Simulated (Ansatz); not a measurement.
Species: H3Ga, SMILES `[GaH3]` (charge 0, multiplicity 1).

Give a relaxed geometry from PBE0-D3(BJ)/def2-TZVP (Ansatz, a quantum-chemistry and plane-wave program).

the end point of this relaxation (outside a Z-matrix the atoms follow the SMILES, hydrogens last).
Z-matrix (Å, degrees):
```
Ga
H 1 1.5679
H 1 1.5682 2 119.97
H 1 1.5684 2 120.05 3 179.89
```
